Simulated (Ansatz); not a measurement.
Computed with Ansatz on PBE0-D4/def2-TZVP structures; ΔE is electronic, products minus reactants. CCSD(T)/CBS adds triple-zeta CCSD(T) − MP2 to the extrapolated MP2 energy (def2 sets, frozen cores). Functionals use def2-TZVPP. B3LYP here is the variant with VWN-RPA as its local correlation; programs differ in this. For Ga outer-core shells are correlated without core-valence functions, which leaves a few kJ/mol of doubt a bond. Scalar relativity is left out up to krypton. Each species was taken in one conformer, which may not be the lowest.

`CC(C)N[Si](Cl)(Cl)Cl` + `[SiH3][O][Ga]([Cl])[Cl]` → `[SiH3]O[Si](Cl)(Cl)Cl` + `CC(C)[NH][Ga]([Cl])[Cl]`  (redistribution)

| species | B3LYP-D4 energy (Eh) |
| --- | --- |
| `CC(C)N[Si](Cl)(Cl)Cl` | -1844.39816 |
| `[SiH3][O][Ga]([Cl])[Cl]` | -3212.14211 |
| `[SiH3]O[Si](Cl)(Cl)Cl` | -2037.06700 |
| `CC(C)[NH][Ga]([Cl])[Cl]` | -3019.48541 |

(1) Work out ΔE.

Largest T1 diagnostic among the species: 0.012.

Results:

(1) ΔE = (-2037.06700) + (-3019.48541) − (-1844.39816) − (-3212.14211) = -0.01214 Eh = -31.9 kJ/mol. CCSD(T)/CBS gives -35.9 kJ/mol.
